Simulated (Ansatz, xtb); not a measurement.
Two isomers of C6H4O3

Structure X: `O=Cc1cccoc1=O`, a singlet. Structure Y: `O=Cc1ccoc(=O)c1`, a singlet. Both are isolated molecules in the gas phase, relaxed with PBE0-D3(BJ)/def2-SVP; the shapes shown needn't be the lowest conformers.

X (Å):

```yaml
atoms:
  - { symbol: C, position_ang: [-1.7637, 1.2208, -0.4276] }
  - { symbol: C, position_ang: [-0.3799, 0.7688, -0.6943] }
  - { symbol: C, position_ang: [0.6448, 1.6742, -0.7517] }
  - { symbol: C, position_ang: [1.9739, 1.2496, -1.0070] }
  - { symbol: C, position_ang: [2.1777, -0.0812, -1.1894] }
  - { symbol: C, position_ang: [-0.1373, -0.6514, -0.8924] }
  - { symbol: O, position_ang: [-2.0547, 2.3789, -0.2511] }
  - { symbol: O, position_ang: [1.2058, -0.9795, -1.1393] }
  - { symbol: O, position_ang: [-0.9315, -1.5447, -0.8691] }
  - { symbol: H, position_ang: [-2.5248, 0.4077, -0.4012] }
  - { symbol: H, position_ang: [0.3968, 2.7286, -0.5939] }
  - { symbol: H, position_ang: [2.8103, 1.9456, -1.0588] }
  - { symbol: H, position_ang: [3.1517, -0.5339, -1.3927] }
```

Y (Å):

```xyz
13

C    -0.3137    1.1915   -2.6345
C     0.1608    1.2646   -1.2260
C    -0.5193    2.1103   -0.2919
C    -0.0481    2.1393    0.9730
C     1.7253    0.5768    0.5370
C     1.2363    0.5291   -0.8318
O    -1.2560    1.8140   -3.0464
O     1.0049    1.4246    1.3762
O     2.6546   -0.0217    0.9942
H     0.2758    0.5068   -3.2934
H    -1.3801    2.7002   -0.6040
H    -0.4718    2.7392    1.7815
H     1.7787   -0.1260   -1.5169
```

Problem. Which of the two would you expect CCSD(T)/def2-SVP + ΔMP2/def2-TZVPP electronic energies to favour?

Solution. Too close to call at this level: CCSD(T)/def2-SVP + ΔMP2/def2-TZVPP gives E(Y) − E(X) = +0.036 eV.

How the difference moves with the method:

| level | geometry | E(Y) − E(X) (eV) | departure from the last row (eV) | job, with rough time for the two |
| --- | --- | --- | --- | --- |
| GFN2-xTB | GFN2-xTB | +0.103 | +0.067 | optimisation, 0.16 s |
| HF/STO-3G | GFN2-xTB | +0.055 | +0.019 | single point, 0.53 s |
| r2SCAN-D4/def2-SVP | GFN2-xTB | +0.114 | +0.078 | single point, 4.2 s |
| PBE0-D3(BJ)/def2-SVP | PBE0-D3(BJ)/def2-SVP | +0.111 | +0.075 | optimisation, 32 s |
| HF/def2-SVP | PBE0-D3(BJ)/def2-SVP | +0.131 | +0.095 | part of the CCSD(T) run |
| MP2/def2-SVP | PBE0-D3(BJ)/def2-SVP | +0.034 | −0.003 | part of the CCSD(T) run |
| CCSD(T)/def2-SVP | PBE0-D3(BJ)/def2-SVP | +0.060 | +0.024 | single point |
| CCSD(T)/def2-SVP + ΔMP2/def2-TZVPP | PBE0-D3(BJ)/def2-SVP | +0.036 |  | single point, 2 min |

As drawn, both hold the same kinds of bond in the same numbers.

The largest departure from CCSD(T)/def2-SVP + ΔMP2/def2-TZVPP is that of HF/def2-SVP, 0.095 eV. The last row adds to CCSD(T) the change of the MP2 difference between the two basis sets, here −0.024 eV.

With thermal terms from frequencies at re-optimised GFN2-xTB minima (ideal gas, soft modes damped towards free rotors, one conformer each, 298.15 K, 1 atm): the zero-point term adds −0.006 eV; ΔH is +0.031 and ΔG +0.027 eV.

The correlated steps freeze 9 core orbitals. Programs: Ansatz 0.2.0, xtb 6.7.1; the last row on 4 threads of Arm Neoverse V1 on a shared host.
